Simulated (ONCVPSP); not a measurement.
What one change does to a pseudopotential (tin, ONCV)

Sn, optimised norm-conserving Vanderbilt (ONCV), made with ONCVPSP 4.0.1 (LDA (Perdew-Wang 92), non-relativistic). Core [Kr], reference 4d10 5s2 5p2. Waves: 5s: rc 1.85 bohr, ncon 5, nbas 9, qcut 2.9 1/bohr, 1 projector; 5p: rc 1.85 bohr, ncon 4, nbas 9, qcut 4.8 1/bohr, 1 projector; 4d: rc 1.30 bohr, ncon 4, nbas 9, qcut 10.5 1/bohr, 2 projectors, debl 0.8 Ha. Local part: polynomial inside 0.95 bohr (lpopt 5, dvloc0 -1 Ha). Core correction: Teter function, fcfact 2.75, rcfact 1.1.

In the d channel the program set the typed energies aside and used -1.005, 0.250 Ha.

All-electron outer shells of the reference configuration (LDA (PZ), non-relativistic, ld1.x):

| shell | level (eV) | outermost node (bohr) | outermost maximum (bohr) |
| --- | --- | --- | --- |
| 4s | -123.70 | 0.42 | 0.77 |
| 4p | -87.39 | 0.41 | 0.80 |
| 4d | -27.33 | 0.39 | 0.88 |
| 5s | -10.05 | 1.02 | 2.09 |
| 5p | -3.94 | 1.10 | 2.55 |

Change: core correction Teter function, fcfact 2.75, rcfact 1.76.

Cutoffs: the cutoffs (Ha) at which the residual kinetic energy of the hardest occupied pseudo-wave falls to 1 and 0.1 mHa per electron; they do not see the model core or the augmentation charge, which bear on the density cutoff. Errors are all-electron minus pseudo energies relative to the spin-unpolarised reference configuration.

Task: How do hardness, ghosts and transferability respond?

Result: The potential gets neither clearly harder nor softer (42 Ha and 68 Ha → 42 Ha and 68 Ha); both files keep a bound ghost (p, s); of the 3 tests that both files solve, the error grows in 0 and shrinks in 2 by more than 15 % and 0.3 meV (median size 4.8 → 4.5 meV). A model core, the more so a compact one, raises the density cutoff, which this test does not measure.

```csv
quantity,base,changed
"cutoff, loose",42 Ha,42 Ha
"cutoff, tight",68 Ha,68 Ha
bound ghosts,"s, p","s, p"
GHOST(+) flags under 300 eV,s at 7.0 eV,s at 7.0 eV
tests with a reliable result,3 of 4,3 of 4
"error for 4d10 5s2 5p1, meV [ΔE 7.14 eV]",+3.1,+2.4
"error for 4d10 5s2 5p0, meV [ΔE 21.39 eV]",+17,+11
"error for 4d10 5s0 5p4, meV [ΔE 12.63 eV]",+4.8,-4.5
s: phases at 1.88 bohr within 0.05 rad from the reference energy up to (Ha; the scan ends near 5),0.0,0.0
p: phases at 1.88 bohr within 0.05 rad from the reference energy up to (Ha; the scan ends near 5),0.4,0.4
d: phases at 1.32 bohr within 0.05 rad from the reference energy up to (Ha; the scan ends near 5),to the end of the scan,to the end of the scan
"rms error of d²Exc/dni dnj with the model core, mHa",3.43,0.37
```

 A true bound ghost makes a file unfit for plane-wave use even where its test errors are small: the radial tests pick states by their node count and pass the ghost by.
